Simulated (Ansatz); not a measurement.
Geometry optimisation, RKS PBE/def2-SVP in Ansatz.

Input file:

```yaml
crystal:
  periodic: [false, false, false]
  atoms:
    - { symbol: Al, position_ang: [0.0, 0.0, 0.0] }
    - { symbol: H, position_ang: [0.0, 0.0, 1.91] }
    - { symbol: O, position_ang: [1.5415, 0.0, -0.89] }
    - { symbol: H, position_ang: [1.8414, -0.9519, -1.0449] }
    - { symbol: O, position_ang: [-1.5415, 0.0, -0.89] }
    - { symbol: H, position_ang: [-2.0512, -0.8467, -0.6815] }
    - { symbol: F, position_ang: [0.0892, 1.8864, 0.6275] }
    - { symbol: H, position_ang: [0.0478, 1.0118, 1.7645] }
basis:
  gaussian: { orbitals: def2-SVP }
hamiltonian:
  xc: pbe
relax:
  f_tol: 0.15
  max_steps: 25
  restrain:
    - { distance: [0, 6], at: 1.69, k: 30.0 }
    - { distance: [7, 1], at: 0.66, k: 30.0 }
    - { distance: [0, 1], at: 2.76, k: 30.0 }
    - { distance: [7, 6], at: 2.12, k: 30.0 }
output:
  orbitals: {}
```

Command:

```bash
$ ansatz run input.yaml --threads 1 --pin off --max-ram 2048MiB --backend cpu --events-out ev --progress --plain --runs-dir out
```

Problem. Where does it end, and by what steps?

Solution. It converged. The restraints hold the end off the free minimum; the threshold counts their pulls, which the force column leaves out. Restrained pairs: Al1–F7 (1.99 → 1.68 Å), H2–H8 (1.02 → 0.72 Å), Al1–H2 (1.91 → 2.76 Å), F7–H8 (1.44 → 2.13 Å). After 7 steps the energy has fallen by 1.802 eV (the restraints' own energy left out); Al1 moved furthest, 0.60 Å.

```csv
step,energy less start (eV),largest force component (eV/Å),accepted
0,0.0000,3.988,yes
1,-0.6098,4.758,yes
2,-1.2518,3.476,yes
3,-1.5880,2.358,yes
4,-1.7170,1.309,yes
5,-1.7414,1.315,yes
6,-1.7721,1.699,yes
7,-1.8021,1.680,yes
```

```xyz
8
Properties=species:S:1:pos:R:3
Al 0.011 0.495 -0.346
H -0.003 0.131 2.387
O 1.514 -0.218 -0.736
H 1.596 -1.023 -1.268
O -1.562 -0.097 -0.651
H -1.747 -0.991 -0.979
F 0.088 2.031 0.338
H 0.031 0.771 2.050
```

Run time: 10 s on 1 thread of Intel(R) Xeon(R) Platinum 8559C (Emerald Rapids), with other jobs on the host, peak memory 0.16 GiB.
